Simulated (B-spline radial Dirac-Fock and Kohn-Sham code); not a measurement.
Mo⁶⁺ 4s: cross section and angular parameters

System: Mo⁶⁺, [Ar] 3d10 4s2 4p6; threshold 154.0 eV (orbital energy of the model). Model: Dirac-Hartree-Slater photoionisation with a Latter tail; cross sections with all multipoles, angular parameters from the dipole term and its interference with E2. Program: a B-spline atomic structure program.

For linearly polarised light dσ/dΩ = σ/(4π) [1 + β P₂(cos θ) + (δ + γ cos²θ) sin θ cos φ], with θ from the polarisation vector and φ the angle between the beam and the projection of the electron momentum on the plane normal to the polarisation.

| hν (eV) | σ (kb) | β | γ |
| --- | --- | --- | --- |
| 164 | 191 | 1.986 | 0.260 |
| 170 | 185 | 1.986 | 0.267 |
| 254 | 116 | 1.991 | 0.311 |
| 269 | 106 | 1.991 | 0.311 |
| 280 | 100 | 1.991 | 0.304 |
| 400 | 58.8 | 1.993 | 0.276 |
| 532 | ? | ? | ? |
| 600 | 30.9 | 1.994 | 0.194 |
| 1000 | 13.2 | 1.995 | 0.061 |
| 1120 | 10.9 | 1.995 | 0.030 |
| 1230 | 9.22 | 1.995 | 0.006 |
| 1486.9 | 6.62 | 1.996 | -0.037 |
| 2000 | 3.87 | 1.996 | -0.081 |
| 2910 | 1.91 | 1.996 | -0.065 |
| 2990 | 1.81 | 1.996 | -0.060 |
| 3990 | 1.03 | 1.996 | 0.033 |
| 4000 | 1.02 | 1.996 | 0.034 |
| 4580 | 0.775 | 1.996 | 0.104 |
| 4770 | 0.714 | 1.996 | 0.128 |
| 6000 | 0.443 | 1.996 | 0.292 |
| 7240 | 0.297 | 1.996 | 0.465 |
| 11200 | 0.113 | 1.996 | 1.003 |
| 13700 | 0.0711 | 1.995 | 1.311 |

**Question.** Give the values at 532 eV.

**Answer.** σ = 37.4 kb, β = 1.994, γ = 0.220. For an s subshell δ is negligible.

Values without a named source are computed, but for edge energies of neutral atoms, which are taken from tables.
